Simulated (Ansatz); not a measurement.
C$_{2}$H$_{2}$BFO$_{2}$ (`OB(F)C1=CO1`). Total charge 0; spin multiplicity 1.

```xyz
8

O     0.1386   -0.1836    1.9700
B     0.6364   -0.1496    0.7109
F     1.9391   -0.3145    0.4822
C    -0.3098    0.0790   -0.4379
C    -1.1004    0.2762   -1.4459
O    -0.0005    0.1778   -2.1432
H     0.8169   -0.3343    2.6344
H    -2.1204    0.4489   -1.7705
```

(1) Give the diagnostics of a CCSD(T)/def2-TZVPP run (frozen core, the Gaussian-basis code of Ansatz). (An estimate is asked.)

Results:

(1) The calculation gave: T1 = 0.0218, largest single amplitude 0.057, largest double 0.062, (T) share of the correlation energy 4.3 %, 13 CCSD cycles. The RHF solution is stable towards an unrestricted one. T1 lies over the customary mark of 0.02 for closed shells.
